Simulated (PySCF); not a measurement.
A GIAO shielding run with PySCF 2.14 (density fitting, non-relativistic, gas phase) on `O([SiH3])[SiH2]CC1CC1`, C$_{4}$H$_{12}$OSi$_{2}$:

```
$ OMP_NUM_THREADS=1 python probes_run.py task.json out

{"job": {"kind": "nmr", "xc": "PBE0", "basis": "pcSseg-1"}, "charge": 0, "multiplicity": 1}
Si     3.727236    -0.594334    -0.018437
O      2.450483     0.394541     0.063886
Si     0.973729     1.037004     0.253613
C     -0.292708    -0.357933     0.513389
C     -1.697365     0.161851     0.693243
C     -2.502573     0.554300    -0.506291
C     -2.874688    -0.668660     0.279350
H      4.054886    -1.001520     1.347358
H      4.786461     0.199697    -0.634263
H      3.353107    -1.746665    -0.838660
H      0.713414     1.783444    -0.977223
H      1.063854     1.905870     1.428290
H     -0.016435    -0.952962     1.388567
H     -0.272753    -1.039388    -0.340344
H     -1.821799     0.773127     1.579418
H     -3.143462     1.420592    -0.444841
H     -2.056175     0.414800    -1.479092
H     -3.770812    -0.640721     0.881230
H     -2.684205    -1.633794    -0.166327
```

Hardware: 1 thread of an Intel Xeon, shared host. The job also computes population analyses, field gradients, ring-centre shieldings.

Problem. How large is the calculation?

Solution. 72 electrons, 193 basis functions and 1047 auxiliary functions.

Problem. How long does it take, and how much memory does it need?

Solution. 93 s of wall time, with 13 SCF cycles and 4 response iterations; peak memory 0.86 GiB. Times on a shared host scatter by some tens of per cent.
